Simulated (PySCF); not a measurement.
## Functional benchmark on one molecule

Molecule: SMILES [BH3-][P+](C)(C)C, C$_{3}$H$_{12}$BP.

Atoms are numbered as in `[BH3-:1][P+:2]([CH3:3])([CH3:4])[CH3:5]`; H(Xn) means a hydrogen on atom n.

Geometry PBE0-D3(BJ)/def2-SVP throughout; GIAO in PySCF 2.14.0 with density-fitted response routines, gas phase, one conformer, non-relativistic; equivalent atoms averaged; basis pcSseg-1.

Reference values (measured; O. Kühl, Phosphorus-31 NMR Spectroscopy, Springer 2008, chapter 6 (publisher's sample)): δ(P2) = -1.8 ppm vs 85 % H3PO4. Computed shifts are taken against H3PO4, calculated as an isolated molecule at each level.

Question: How do the functionals WP04, B97-2, BHandHLYP, CAM-B3LYP, wB97X-D, LC-wPBE perform against the reference? Times are CPU seconds on 1 thread of an Arm Neoverse V1, shared host.

Answer: 
```tsv
functional	kind	P2	abs. error P	core-s
WP04	global hybrid	8.1	9.9	13
B97-2	global hybrid	-19.8	18.0	13
BHandHLYP	global hybrid	-17.5	15.7	12
CAM-B3LYP	range-separated hybrid	-20.3	18.5	18
wB97X-D	range-separated hybrid	-24.9	23.1	17
LC-wPBE	range-separated hybrid	-37.4	35.6	26
```

For ³¹P the closest is WP04 (9.9 ppm) and the furthest LC-wPBE (35.6 ppm). One molecule is a small sample, and vibrational and solvent effects are absent from the calculation.
